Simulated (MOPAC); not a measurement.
Input file for MOPAC: PM3 on H4O3Sn (SMILES [OH][SnH]([OH])[OH]), a point of a torsion scan.

```
PM3 1SCF PRECISE CHARGE=0 THREADS=1
H4O3Sn

O      1.59660456 1     0.49206535 1    -0.52421487 1
Sn    -0.00274848 1    -0.14741549 1     0.31909468 1
O      0.53626993 1    -0.81944964 1     2.03068995 1
O     -1.04243059 1     1.42011321 1     0.67860577 1
H      2.39390635 1     0.02892515 1    -0.26832023 1
H     -0.81318569 1    -1.27078506 1    -0.57788347 1
H      0.00104617 1    -0.50646170 1     2.75989783 1
H     -0.80044000 1     2.17871070 1     0.14717698 1
```

Output:

```
*******************************************************************************
 **                                                                           **
 **                              MOPAC v23.2.5                                **
 **                                                                           **
 *******************************************************************************
 ** MOPAC's Digital Object Identifier: https://doi.org/10.5281/zenodo.6511958 **
 **                                                                           **
 ** Please cite the open-source release paper for use of this MOPAC version:  **
 ** J. E. Moussa and J. J. P. Stewart (2026)                                  **
 ** MOPAC: An open-source semiempirical molecular orbital program             **
 ** J. Open Source Softw., 11(119), 8025, https://doi.org/10.21105/joss.08025 **
 *******************************************************************************

                              PM3 CALCULATION RESULTS

 *******************************************************************************
 *  PM3        - The PM3 Hamiltonian to be used
 *
 *
 *
 *                 CHARGE ON SYSTEM = 0
 *
 *
 *
 *  PRECISE    - TIGHTER CRITERIA TO BE USED
 *  1SCF       - DO 1 SCF AND THEN STOP
 *  THREADS=1  - MULTI-THREADING NOT USED
 *  T=         - A TIME OF 172800.0 SECONDS REQUESTED
 *  DUMP=N     - RESTART FILE WRITTEN EVERY 7200.0 SECONDS REQUESTED
 *******************************************************************************
PM3 1SCF PRECISE CHARGE=0 THREADS=1
 H4O3Sn

   ATOM   CHEMICAL          X               Y               Z
  NUMBER   SYMBOL      (ANGSTROMS)     (ANGSTROMS)     (ANGSTROMS)

     1       O          1.59660456  *   0.49206535  *  -0.52421487  *
     2      Sn         -0.00274848  *  -0.14741549  *   0.31909468  *
     3       O          0.53626993  *  -0.81944964  *   2.03068995  *
     4       O         -1.04243059  *   1.42011321  *   0.67860577  *
     5       H          2.39390635  *   0.02892515  *  -0.26832023  *
     6       H         -0.81318569  *  -1.27078506  *  -0.57788347  *
     7       H          0.00104617  *  -0.50646170  *   2.75989783  *
     8       H         -0.80044000  *   2.17871070  *   0.14717698  *



          CARTESIAN COORDINATES

    NO.       ATOM           X           Y           Z

     1         O          1.5966      0.4921     -0.5242
     2        Sn         -0.0027     -0.1474      0.3191
     3         O          0.5363     -0.8194      2.0307
     4         O         -1.0424      1.4201      0.6786
     5         H          2.3939      0.0289     -0.2683
     6         H         -0.8132     -1.2708     -0.5779
     7         H          0.0010     -0.5065      2.7599
     8         H         -0.8004      2.1787      0.1472

  H: (PM3): J. J. P. STEWART, J. COMP. CHEM. 10, 209 (1989).
  O: (PM3): J. J. P. STEWART, J. COMP. CHEM. 10, 209 (1989).
 Sn: (PM3): J. J. P. STEWART, J. COMP. CHEM. 12, 320-341 (1991).

           Empirical Formula: H4 O3 Sn  =     8 atoms



      MOLECULAR POINT GROUP   :   C1


      RHF CALCULATION, NO. OF DOUBLY OCCUPIED LEVELS = 13


 -------------------------------------------------------------------------------
 PM3 1SCF PRECISE CHARGE=0 THREADS=1
 H4O3Sn



     1SCF WAS SPECIFIED, SO BFGS WAS NOT USED
     SCF FIELD WAS ACHIEVED


                              PM3 CALCULATION
                                                       MOPAC v23.2.5 Linux




          FINAL HEAT OF FORMATION =       -135.82116 KCAL/MOL =    -568.27572 KJ/MOL


          COSMO AREA              =        110.77 SQUARE ANGSTROMS
          COSMO VOLUME            =         98.68 CUBIC ANGSTROMS

          IONIZATION POTENTIAL    =         11.462609 EV
          HOMO LUMO ENERGIES (EV) =        -11.463 -0.741
          NO. OF FILLED LEVELS    =         13
          MOLECULAR WEIGHT        =        170.7198         POINT GROUP:  C1

          MOLECULAR DIMENSIONS (Angstroms)

            Atom       Atom       Distance
            H     7    H     5     3.89648
            H     8    O     3     3.63464
            H     5    H     6     2.78519


          SCF CALCULATIONS        =          1





   ATOM   CHEMICAL          X               Y               Z
  NUMBER   SYMBOL      (ANGSTROMS)     (ANGSTROMS)     (ANGSTROMS)

     1       O          1.59660456  *   0.49206535  *  -0.52421487  *
     2      Sn         -0.00274848  *  -0.14741549  *   0.31909468  *
     3       O          0.53626993  *  -0.81944964  *   2.03068995  *
     4       O         -1.04243059  *   1.42011321  *   0.67860577  *
     5       H          2.39390635  *   0.02892515  *  -0.26832023  *
     6       H         -0.81318569  *  -1.27078506  *  -0.57788347  *
     7       H          0.00104617  *  -0.50646170  *   2.75989783  *
     8       H         -0.80044000  *   2.17871070  *   0.14717698  *

                             CARTESIAN COORDINATES

   1    O        1.596604560     0.492065350    -0.524214870
   2   Sn       -0.002748480    -0.147415490     0.319094680
   3    O        0.536269930    -0.819449640     2.030689950
   4    O       -1.042430590     1.420113210     0.678605770
   5    H        2.393906350     0.028925150    -0.268320230
   6    H       -0.813185690    -1.270785060    -0.577883470
   7    H        0.001046170    -0.506461700     2.759897830
   8    H       -0.800440000     2.178710700     0.147176980


           Empirical Formula: H4 O3 Sn  =     8 atoms



      MOLECULAR POINT GROUP   :   C1


                  EIGENVALUES
 -36.03307 -35.93300 -35.91878 -18.05407 -16.82778 -16.82363 -15.10981 -14.25164
 -12.86478 -12.79879 -12.27899 -12.22994 -11.46261  -0.74117   1.12837   1.16548
   1.77194   4.66676   5.00623   5.01213


              NET ATOMIC CHARGES AND DIPOLE CONTRIBUTIONS

  ATOM NO.   TYPE          CHARGE      No. of ELECS.   s-Pop       p-Pop
    1          O          -0.681820        6.6818     1.78856     4.89326
    2         Sn           1.650844        2.3492     0.94306     1.40609
    3          O          -0.680586        6.6806     1.78852     4.89207
    4          O          -0.679333        6.6793     1.78819     4.89114
    5          H           0.228366        0.7716     0.77163
    6          H          -0.295016        1.2950     1.29502
    7          H           0.228542        0.7715     0.77146
    8          H           0.229003        0.7710     0.77100
 DIPOLE           X         Y         Z       TOTAL
 POINT-CHG.    -0.703    -1.062    -0.890     1.554
 HYBRID         0.367     0.455     0.345     0.679
 SUM           -0.336    -0.607    -0.545     0.882


          ATOMIC ORBITAL ELECTRON POPULATIONS

     Atom    s        px        py        pz
    1  O   1.78856   1.33171   1.73935   1.82221
    2 Sn   0.94306   0.45101   0.49020   0.46489
    3  O   1.78852   1.70178   1.82674   1.36354
    4  O   1.78819   1.78830   1.37446   1.72839
    5  H   0.77163
    6  H   1.29502
    7  H   0.77146
    8  H   0.77100

 **********************
 *                    *
 * JOB ENDED NORMALLY *
 *                    *
 **********************




 == MOPAC DONE ==
```

The run finished.

Cost: very roughly 0.020 core-seconds.
